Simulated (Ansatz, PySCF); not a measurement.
Dissociation curve of GaH, singlet. Each curve is given relative to its own lowest point near equilibrium.

| R / Å | A | B | C | D |
|---|---|---|---|---|
| 1.25 | 173.0 | 171.7 | 159.6 | 169.1 |
| 1.34 | 94.7 | 94.7 | 87.4 | 91.5 |
| 1.44 | 41.7 | 42.4 | 38.2 | 39.5 |
| 1.53 | 15.2 | 16.0 | 13.4 | 13.9 |
| 1.57 | 8.2 | 8.9 | 7.0 | 7.3 |
| 1.63 | 2.0 | 2.4 | 1.4 | 1.6 |
| 1.68 | 0.0 | 0.1 | 0.0 | 0.0 |
| 1.72 | 0.2 | 0.0 | 0.6 | 0.5 |
| 1.78 | 2.8 | 2.1 | 3.9 | 3.5 |
| 1.81 | 5.0 | 4.1 | 6.4 | 5.9 |
| 1.92 | 17.0 | 15.0 | 20.0 | 18.3 |
| 2.07 | 40.2 | 36.6 | 46.0 | 41.4 |
| 2.27 | 77.3 | 71.4 | 87.8 | 76.8 |
| 2.54 | 130.5 | 120.9 | 132.6 | 124.4 |
| 2.77 | 174.4 | 161.3 | 154.9 | 160.5 |
| 2.99 | 206.1 | 196.7 | 168.2 | 189.7 |
| 3.39 | 239.4 | 251.8 | 181.0 | 228.3 |
| 3.65 | 251.5 | 281.4 | 185.1 | 244.2 |
| 4.20 | 268.9 | 329.8 | 188.9 | 261.4 |
| 4.54 | 268.7 | 351.9 | 189.8 | 265.6 |
| 5.04 | 268.6 | 376.0 | 190.4 | 268.1 |
| 5.91 | 268.8 | 400.8 | 190.8 | 269.2 |
| 6.65 | — | 411.7 | 190.8 | 269.4 |

Energies in kJ/mol.

Match the curves with the methods full CI/cc-pVDZ, cores with 3d frozen (Ansatz, a quantum-chemistry and plane-wave program); restricted B3LYP/6-31G*, spherical d (PySCF); unrestricted Hartree-Fock/LANL2DZ, with its core potentials past Ne (PySCF 2.14.0); unrestricted M06-2X/6-31G*, spherical d run with PySCF.

A is UKS-M06-2X/6-31G*; B is RKS-B3LYP/6-31G*; C is UHF/LANL2DZ; D is FCI.

A dash means that the run gave no value there, or that the column was ended at a point which the program doubted or which failed a test of continuity chosen for this set; such a test can also cut sound points.

The unrestricted determinant behind UHF/LANL2DZ is spin-contaminated at 1.25 to 1.34, 2.54 to 6.65 Å (<S²> up to 1.0, against 0.00 for a pure singlet). Also computed but left out beside FCI, since their determinant holds another spin at the minimum (<S²> over 0.7 above the pure value): UHF/STO-3G. The unrestricted solution behind UKS-M06-2X/6-31G* changes between 5.91 and 6.65 Å, which can leave a kink. The unrestricted determinant behind UKS-M06-2X/6-31G* is spin-contaminated at 2.77 to 5.91 Å (<S²> up to 1.0, against 0.00 for a pure singlet). The restricted form behind RKS-B3LYP/6-31G* keeps the bonding electrons paired and can't separate into open-shell fragments.
